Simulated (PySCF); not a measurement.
Species: C₇H₈F₄O.
Atom-mapped SMILES: `[F:1][CH2:2][C@@H:3]1[CH:4]=[CH:5][CH2:6][C@H:7]1[O:8][C:9]([F:10])([F:11])[F:12]` (hydrogens: H13, H14 on C2; H15 on C3; H16 on C4; H17 on C5; H18, H19 on C6; H20 on C7)

Level of theory: PBE0-D3(BJ)/def2-SVP geometry optimisation, gas phase (PySCF 2.14.0).

**Question.** Give the optimised bond lengths and angles.

**Answer.** 
| bond | length (bohr) |
| --- | --- |
| F1–C2 | 2.597 |
| C2–C3 | 2.866 |
| C3–C4 | 2.841 |
| C4=C5 | 2.520 |
| C5–C6 | 2.830 |
| C6–C7 | 2.900 |
| C7–O8 | 2.711 |
| O8–C9 | 2.515 |
| C9–F10, C9–F11 | 2.536 |
| C9–F12 | 2.492 |
| C3–C7 | 2.929 |
| C2–H13 | 2.085 |
| C2–H14 | 2.084 |
| C3–H15 | 2.087 |
| C4–H16 | 2.065 |
| C5–H17 | 2.064 |
| C6–H18 | 2.083 |
| C6–H19 | 2.083 |
| C7–H20 | 2.078 |

Bonds in one row agree within 0.02 bohr and their mean is given. A selection of angles:
| angle | degrees |
| --- | --- |
| F1–C2–C3 | 109.8 |
| F1–C2–H13 | 108.5 |
| F1–C2–H14 | 108.5 |
| C3–C2–H13 | 110.9 |
| C3–C2–H14 | 110.4 |
| H13–C2–H14 | 108.6 |
| C2–C3–C4 | 113.8 |
| C2–C3–C7 | 112.4 |
| C2–C3–H15 | 107.1 |
| C4–C3–C7 | 103.7 |
| C4–C3–H15 | 110.9 |
| C7–C3–H15 | 109.0 |
| C3–C4–C5 | 112.5 |
| C3–C4–H16 | 122.3 |
| C5–C4–H16 | 125.2 |
| C4–C5–C6 | 112.4 |
| C4–C5–H17 | 124.9 |
| C6–C5–H17 | 122.7 |
| C5–C6–C7 | 104.4 |
| C5–C6–H18 | 112.2 |
| C5–C6–H19 | 112.6 |
| C7–C6–H18 | 111.8 |
| C7–C6–H19 | 109.4 |
| H18–C6–H19 | 106.6 |
| C6–C7–O8 | 108.0 |
| C6–C7–H20 | 110.9 |
| O8–C7–H20 | 108.3 |
| C3–C7–C6 | 107.0 |
| C3–C7–O8 | 111.8 |
| C3–C7–H20 | 110.8 |
| C7–O8–C9 | 117.4 |
| O8–C9–F10 | 112.7 |
| O8–C9–F12 | 108.6 |
| F10–C9–F11 | 106.1 |
| F10–C9–F12 | 108.5 |

Dihedral angles: F1–C2–C3–C4 62° (synclinal); C2–C3–C4–C5 -122° (anticlinal); C3–C4–C5–C6 0° (synperiplanar); C4–C5–C6–C7 0° (synperiplanar); C5–C6–C7–O8 -120° (anticlinal); C6–C7–O8–C9 -154° (antiperiplanar); C7–O8–C9–F10 59° (synclinal); C2–C3–C7–C6 123° (anticlinal).

The C–O distances run from 1.331 Å (O8–C9, drawn single) to 1.435 Å (C7–O8, drawn single), a spread of 0.104 Å. The 5-membered ring C3–C4–C5–C6–C7 has internal angles of 103.7° to 112.5°; it is planar, 0.00 Å rms from its mean plane, widest ring torsion 1°. The 4 C–F bonds span 1.319 Å (C9–F12, drawn single) to 1.374 Å (F1–C2, drawn single), a spread of 0.055 Å. Of the pairs four or more bonds apart, F10···H20 is among the closest relative to their van der Waals radii: 2.38 Å, 89 % of the sum of Bondi's values. The 6 C–C bonds span 1.334 Å (C4=C5, drawn double) to 1.550 Å (C3–C7, drawn single), a spread of 0.216 Å. O8 (ether oxygen) is bent (angle 117.4°).

Point group: C1 (no symmetry element, even within 0.4 Å). PBE0-D3(BJ)/def2-SVP frequencies: not computed here. One conformer, not necessarily the lowest.

Cost: about 5 min of CPU time on one thread; the machine was shared, so the figure is rough. That covers the optimisation of the geometry.
